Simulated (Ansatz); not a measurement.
The cluster AlSi₆, 7 atoms. Hardware: 4 threads of Intel Xeon on a shared host.

Correlated methods freeze 35 core orbitals.

Q: How many basis functions does each of these Ansatz runs have, and roughly what does it cost? PBE0-D4/def2-TZVP, charge 0 doublet, energy, from earlier orbitals; CCSD(T)/def2-SVP, charge 0 doublet, energy, from earlier orbitals; revPBE-D4/def2-TZVP, charge 0 doublet, energy, from earlier orbitals; HF/STO-3G, charge 0 doublet, energy; PBE-D4/def2-TZVP, charge 0 doublet, energy and forces, from earlier orbitals; r2SCAN-D4/def2-TZVP, charge 0 doublet, energy, from earlier orbitals; PBE0-D4/def2-SVP, charge 0 doublet, energy with a search over starts; ωB97X-V/def2-TZVP, charge 0 doublet, energy, from earlier orbitals; PBE0-D4/def2-SVP, charge 0 doublet, energy, from earlier orbitals; B3LYP-D4/def2-SVP, charge 0 doublet, relaxation, 16 steps; MP2/def2-TZVP, charge 0 doublet, energy, from earlier orbitals; PBE-D4/def2-SVP, charge 0 doublet, energy, from earlier orbitals.

A: Other jobs shared the machine, so times can vary by a factor of up to 3. A dash marks memory too small to be measured apart from the calling script's.

| run | functions | fitting or Cholesky vectors | wall time | peak host memory (GiB) |
| --- | --- | --- | --- | --- |
| HF/STO-3G, charge 0 doublet, energy | 63 | 683 | 3.1 s | – |
| PBE-D4/def2-SVP, charge 0 doublet, energy, from earlier orbitals | 126 | 1369 | 5.5 s | – |
| PBE0-D4/def2-SVP, charge 0 doublet, energy, from earlier orbitals | 126 | 1154 | 10 s | – |
| revPBE-D4/def2-TZVP, charge 0 doublet, energy, from earlier orbitals | 259 | 1771 | 23 s | 0.55 |
| PBE-D4/def2-TZVP, charge 0 doublet, energy and forces, from earlier orbitals | 259 | 1771 | 26 s | 0.55 |
| PBE0-D4/def2-SVP, charge 0 doublet, energy with a search over starts | 126 | 1154 | 39 s | – |
| CCSD(T)/def2-SVP, charge 0 doublet, energy, from earlier orbitals | 126 | 1154 | 46 s | 0.94 |
| MP2/def2-TZVP, charge 0 doublet, energy, from earlier orbitals | 259 | 1568 | 47 s | 1.1 |
| r2SCAN-D4/def2-TZVP, charge 0 doublet, energy, from earlier orbitals | 259 | 1771 | 61 s | 0.65 |
| PBE0-D4/def2-TZVP, charge 0 doublet, energy, from earlier orbitals | 259 | 1887 | 68 s | 1.3 |
| ωB97X-V/def2-TZVP, charge 0 doublet, energy, from earlier orbitals | 259 | 1568 | 1.7 min | 1.7 |
| B3LYP-D4/def2-SVP, charge 0 doublet, relaxation, 16 steps | 126 | 1209 | 4.9 min | – |
